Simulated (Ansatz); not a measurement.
Program: Ansatz 0.2.0.

A structure relaxed at PBE0-D4/def2-TZVP, charge 0, multiplicity 1:

Cartesian coordinates in Å:
```
C -0.360 1.221 -0.447
Mo 0.574 -0.556 0.150
O 1.872 -0.717 -0.887
O -0.651 -1.948 -0.001
S 1.225 -0.192 2.121
H -0.712 1.073 -1.473
H 0.344 2.053 -0.422
H -1.203 1.435 0.215
H -1.089 -2.370 0.744
```

**Question.** Give its formula and SMILES.

**Answer.** CH4MoO2S, `[CH3][Mo](=[O])([OH])=[S]`.

**Question.** Summarise the bond lengths by kind.

**Answer.** 1 × C–Mo 2.094 Å; 3 × C–H 1.091 to 1.095 Å; 2 × Mo–O 1.669 to 1.861 Å; 1 × Mo–S 2.108 Å; 1 × H–O 0.961 Å.
